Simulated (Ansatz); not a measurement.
Calculated with Ansatz (gas phase, PBE0-D4/def2-TZVP geometries, no zero-point term in ΔE). CCSD(T)/CBS is the MP2 limit (def2-TZVPP, def2-QZVPP) plus CCSD(T) − MP2 in def2-TZVPP, frozen cores. This one scheme is used for every species. For Se outer-core shells are correlated without core-valence functions, which leaves a few kJ/mol of doubt a bond. Scalar relativity is left out up to krypton. One conformer a species, not always the lowest.

`[OH][AlH][SH]` + `C[SeH]` → `C[Se][AlH][OH]` + H₂S  (ligand exchange at the Al–S bond)

| species | CCSD(T)/CBS(def2) energy (Eh) |
| --- | --- |
| `[OH][AlH][SH]` | -716.86665 |
| `C[SeH]` | -2441.15625 |
| `C[Se][AlH][OH]` | -2759.05165 |
| H₂S | -398.97279 |

Work out ΔE.

ΔE = (-2759.05165) + (-398.97279) − (-716.86665) − (-2441.15625) = -0.00154 Eh = -4.0 kJ/mol.

Largest T1 diagnostic among the species: 0.012.

In def2-TZVPP, CCSD(T) changes the Hartree–Fock value by −4.1 kJ/mol (the triples alone add −0.8 kJ/mol) and MP2 by −5.2 kJ/mol. The D4 term adds −3.1 kJ/mol with B3LYP and −1.8 kJ/mol with PBE0; it sums over pairs of atoms, weighted by their polarisabilities, and B3LYP, whose exchange is more repulsive, gets the larger term.

B3LYP here is the variant with VWN-RPA as its local correlation; programs differ in this.
